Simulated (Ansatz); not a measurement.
InSi20H32, a doped nanocrystal cut from the lattice of silicon (In on an inner site). The state is a doublet with charge 0. Geometry PBE-D4/def2-SVP; atoms count from 1.

Cartesian coordinates in Å:
```
Si 1.5128 -3.2245 -2.2285
Si 2.3019 0.5876 -3.1901
Si -1.3466 1.2507 -3.7632
Si 3.7101 -1.4702 0.6002
In -0.0655 -0.5302 -0.2536
Si 1.1361 -2.5247 3.1131
Si 1.7567 1.2385 2.7302
Si 0.3679 3.3094 -1.0592
Si -3.3731 3.6894 -1.4537
Si -2.0951 1.7830 1.7058
Si -1.0029 0.1208 5.0557
Si 3.2472 -3.4235 -0.6376
Si 2.0034 -1.6390 -3.9108
Si -0.6204 -2.9277 -1.2315
Si 0.3170 1.2105 -2.1038
Si -3.4723 1.8765 -2.9585
Si 1.6920 -0.8157 1.6002
Si -2.5221 -0.3153 0.6852
Si -0.8604 -2.1044 4.2912
Si -0.4534 1.7118 3.4043
Si -1.6505 3.5009 0.1462
H 1.4365 -4.5638 -2.9404
H 2.5955 1.4431 -4.3993
H 3.4831 0.6616 -2.2577
H -1.4503 -0.1076 -4.4142
H -0.9435 2.2375 -4.8337
H 4.2391 -0.4037 -0.3232
H 4.7761 -1.7872 1.6213
H 0.9953 -3.8276 2.3631
H 2.2533 -2.6974 4.1141
H 2.2877 2.3157 1.8202
H 2.6143 1.2003 3.9729
H 0.4212 4.4498 -2.0482
H 1.5575 3.4190 -0.1415
H -3.0917 4.9361 -2.2585
H -4.7096 3.8663 -0.7758
H -3.3819 2.1817 2.4058
H -0.0124 0.2863 6.1836
H -2.3829 0.3871 5.6049
H 4.4697 -3.8703 -1.4033
H 2.8738 -4.5304 0.3167
H 3.2474 -2.1456 -4.6017
H 0.8771 -1.6737 -4.9145
H -1.7253 -2.9448 -2.2556
H -0.8934 -3.9649 -0.1739
H -4.3492 2.2717 -4.1228
H -4.1216 0.6956 -2.2865
H -2.9324 -1.3548 1.6920
H -3.5820 -0.2058 -0.3763
H -2.0351 -2.4034 3.3978
H -0.9507 -3.0294 5.4810
H -0.5056 3.0779 4.0529
H -1.6429 4.7770 0.9594
```

In the def2 sets In takes a core potential; there is no spin–orbit coupling. Single mean-field runs in def2-SVP are fitted with def2-universal-jkfit.

Q: Estimate the Mulliken populations of the heavy atoms from the PBE0/def2-SVP orbitals of Ansatz.

A: 
```
atom  charge (e)  spin (α − β)
 Si1       -0.20          0.06
 Si2        0.09          0.01
 Si3        0.09          0.00
 Si4        0.09          0.00
 In5        0.56          0.22
 Si6        0.09          0.00
 Si7        0.11          0.01
 Si8        0.11          0.00
 Si9        0.09          0.00
Si10       -0.14          0.06
Si11        0.09          0.00
Si12        0.09         -0.01
Si13        0.09         -0.01
Si14        0.03          0.35
Si15       -0.43         -0.02
Si16        0.04          0.00
Si17       -0.43         -0.02
Si18        0.01          0.31
Si19        0.04          0.00
Si20       -0.08         -0.01
Si21       -0.07         -0.01
```
Mulliken values depend strongly on the basis.

Q: Where does the spin sit?

A: Summed by element: Si 0.73, In 0.22, H 0.05, of 1 unpaired in all. Largest on single atoms: Si14 0.35, Si18 0.31, In5 0.22.

Q: And the Mayer bond orders between heavy atoms (over 0.3)?

A: Si1–Si12 0.94 (2.36 Å); Si1–Si13 0.94 (2.36 Å); Si1–Si14 0.94 (2.37 Å); Si2–Si13 0.95 (2.36 Å); Si2–Si15 0.97 (2.35 Å); Si3–Si15 0.95 (2.35 Å); Si3–Si16 0.95 (2.36 Å); Si4–Si12 0.95 (2.36 Å); Si4–Si17 0.97 (2.35 Å); In5–Si14 0.64 (2.65 Å); In5–Si15 0.76 (2.57 Å); In5–Si17 0.76 (2.57 Å); In5–Si18 0.65 (2.64 Å); Si6–Si17 0.96 (2.35 Å); Si6–Si19 0.95 (2.36 Å); Si7–Si17 0.96 (2.35 Å); Si7–Si20 0.94 (2.36 Å); Si8–Si15 0.96 (2.35 Å); Si8–Si21 0.94 (2.36 Å); Si9–Si16 0.95 (2.36 Å); Si9–Si21 0.94 (2.36 Å); Si10–Si18 0.94 (2.37 Å); Si10–Si20 0.93 (2.36 Å); Si10–Si21 0.93 (2.36 Å); Si11–Si19 0.95 (2.36 Å); Si11–Si20 0.94 (2.36 Å).
